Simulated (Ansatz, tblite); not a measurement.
Forces on Na3Sn5⁻ at its r2SCAN-D4/def2-SVPD geometry. Total charge -1; singlet.

In the def2 sets Sn takes a core potential; there is no spin–orbit coupling. The xTB rows come from tblite. The restricted singlet is unstable towards broken spin symmetry in Hartree–Fock (as tested in another run); at PBE-D4/def2-SVP this wasn't settled. Another isomer (singlet) lies 0.20 eV lower at PBE0-D4/def2-SVP; other spin states weren't run for this one.

GFN1-xTB (tblite), largest force 1.26 eV/Å:

```xyz
8
positions Å, forces eV/Å
Na    0.988   -1.901   -0.193   -0.285    0.559    0.137
Na    2.435    0.986    0.734   -0.427   -0.331   -0.086
Na    4.676   -1.749    0.462   -0.303    0.208   -0.007
Sn   -2.749    0.484   -2.204    0.539    0.211    0.609
Sn   -2.629    1.851    0.401    0.706   -0.830   -0.200
Sn   -0.531    0.540    1.843   -0.116    0.008   -1.179
Sn   -0.106    0.994   -1.117   -0.747   -0.660    0.764
Sn   -2.083   -1.206    0.074    0.632    0.835   -0.037
```

GFN2-xTB (tblite), largest force 1.71 eV/Å:

```
Na 0.279 0.091 0.014
Na 0.174 -0.299 -0.097
Na -0.370 0.226 -0.019
Sn 0.902 0.080 1.401
Sn 0.958 -1.088 -0.330
Sn -1.009 0.158 -1.369
Sn -1.222 -0.429 0.618
Sn 0.287 1.261 -0.220
```

PBE-D4/def2-SVP (Ansatz), largest force 0.34 eV/Å:

```
Na 0.054 0.008 0.010
Na 0.050 -0.043 0.003
Na -0.057 0.029 -0.006
Sn -0.153 -0.002 -0.286
Sn -0.165 0.225 0.090
Sn 0.141 -0.004 0.308
Sn 0.224 0.094 -0.178
Sn -0.095 -0.305 0.059
```
